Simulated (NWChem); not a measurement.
BeICl; SMILES [Cl][Be][I]

All runs: NWChem. Medium grid unless said otherwise, to which SCAN and Minnesota functionals are sensitive. Coordinates come from a PBE0/def2-SVP optimisation. def2 effective core potentials on I; no spin-orbit coupling.

For level MN15/def2-SVP:

```yaml
highest occupied level (eV): -8.64
orbital gap (eV): 8.59
```

Q: Estimate the same quantities for level MPW1K/def2-SVP.

A: 
| Quantity | Result |
|---|---|
| highest occupied level (eV) | -9.04 |
| orbital gap (eV) | 8.96 |
